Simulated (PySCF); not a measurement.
C₂H₄, charge -1, doublet, at a GFN2-xTB geometry (a state made from the parent by changing its charge; the spin is typed, not shown lowest) (in this run its highest filled SCF level lies above zero, so its values depend strongly on the basis, on diffuse functions most of all). Base run: PySCF with M062X/6-31+G*.

Input for PySCF:
```python
from pyscf import gto, scf, dft, solvent

mol = gto.Mole()
mol.atom = '''
    C    -0.68706421   -0.08481639    0.22511351
    C     0.68706421    0.08481639   -0.22511351
    H    -1.32408465    0.80871068    0.08997234
    H    -1.19518054   -0.97530412   -0.18876836
    H     1.32408465   -0.80871068   -0.08997234
    H     1.19518054    0.97530412    0.18876836
'''
mol.basis = '6-31+g*'
mol.charge = -1
mol.spin = 1
mol.verbose = 4
mol.build()

mf = dft.UKS(mol)
mf.xc = 'm062x'
mf.kernel()
```

The base run was repeated with changes; each row names its change, and settings that it needs were set with it.

```csv
change,ΔE vs base (kJ/mol)
base,0.00
model = ddCOSMO; solvent = 2-propanol,-241.0
model = COSMO; solvent = 2-propanol,-245.7
model = IEF-PCM; solvent = 2-propanol; lebedev_order = 41,-252.0
model = IEF-PCM; solvent = 2-propanol; vdw_scale = 1.1,-259.7
model = IEF-PCM; solvent = 2-propanol; vdw_scale = 1.4,-231.7
model = IEF-PCM; solvent = water,-262.8
model = IEF-PCM; solvent = methanol,-257.7
model = IEF-PCM; solvent = 2-propanol; lebedev_order = 11,-247.4
model = IEF-PCM; solvent = acetonitrile,-258.4
model = IEF-PCM; solvent = 2-propanol; vdw_scale = 1.0,-263.9
model = SS(V)PE; solvent = 2-propanol,-240.9
```

The base is the gas phase, so ΔE is the electrostatic part of solvation at a fixed geometry, without cavity and dispersion terms.

Open shells are given as the SCF converged; they aren't shown to be the lowest states, and a large step between rows can be another state.

The gas-phase anion may not be bound at this level, which the solvent then changes.
